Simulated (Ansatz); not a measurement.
Abridged output of a molecular run in Ansatz:

```
Functional definition: HF
1983 factors; integrals over basis functions are off by at most 1.3e-3 eV
mean field evaluation 1: about -17248.2400 eV, gradient 5.3e1 eV
mean field evaluation 2: about -17248.4309 eV, gradient 5.3e1 eV
mean field evaluation 4: about -17254.6223 eV, gradient 5.4e0 eV
mean field evaluation 8: about -17254.7261 eV, gradient 4.7e-1 eV
mean field -17254.72668679 eV, -634.0995100659 hartree, gradient 2.4e-6 eV, S^2 0.000000; 0 other end points of the search recorded, 0 dependent functions left out
12 core orbitals not correlated: weight in the atoms' cores, before any rotation towards them, 1.000 or more for the frozen orbitals, at most 0.000 for the correlated occupied ones
reference -17254.72668679 eV, -634.0995100659 hartree; 20, 20 occupied and 279, 279 virtual orbitals, 1983 factors
second order -27.61526168 eV of doubles, -0.00000000 eV of singles
cycle   1  -27.88190618 eV  change   -2.7e-1 eV  update   1.3e-1
cycle   2  -28.60393271 eV  change   -7.2e-1 eV  update   3.9e-2
cycle   3  -28.78093161 eV  change   -1.8e-1 eV  update   2.2e-2
cycle   4  -28.77318841 eV  change    7.7e-3 eV  update   5.9e-3
cycle   5  -28.76827817 eV  change    4.9e-3 eV  update   2.9e-3
cycle   6  -28.76911640 eV  change   -8.4e-4 eV  update   9.6e-4
cycle   7  -28.76893005 eV  change    1.9e-4 eV  update   4.6e-4
cycle   8  -28.76879295 eV  change    1.4e-4 eV  update   1.4e-4
cycle   9  -28.76885597 eV  change   -6.3e-5 eV  update   5.7e-5
cycle  10  -28.76887147 eV  change   -1.6e-5 eV  update   2.1e-5
perturbative correction -1.01509123 eV, -0.0373039145 hartree
Total energy: -17284.51064949 eV, -635.1940505067 hartree
```

Its atoms:

```xyz
14

C     0.4187   -1.2178   -1.0636
C    -0.8933   -1.5912   -0.3894
In   -1.5931   -0.1309    1.0229
O    -0.3436    1.4303    1.1560
Si    1.0285    2.0841    0.6094
H     0.3402   -0.2824   -1.6222
H     0.7331   -1.9930   -1.7696
H     1.2280   -1.0890   -0.3413
H    -0.8090   -2.5392    0.1500
H    -1.6927   -1.7328   -1.1227
H    -2.8992    0.1336    2.0920
H     1.2773    3.3995    1.2645
H     2.2134    1.2133    0.8815
H     0.9916    2.3156   -0.8676
```

Task: Which basis set was used?
A. def2-TZVPPD
B. def2-TZVPP
C. cc-pV(Q+d)Z
D. cc-pV(D+d)Z

Result: B. It gives 311 functions.

Task: Write the keys of the input that set method, charge and spin (a neutral closed shell needs none for the last two).

Result: 
```yaml
correlation: {method: ccsd_t}
```
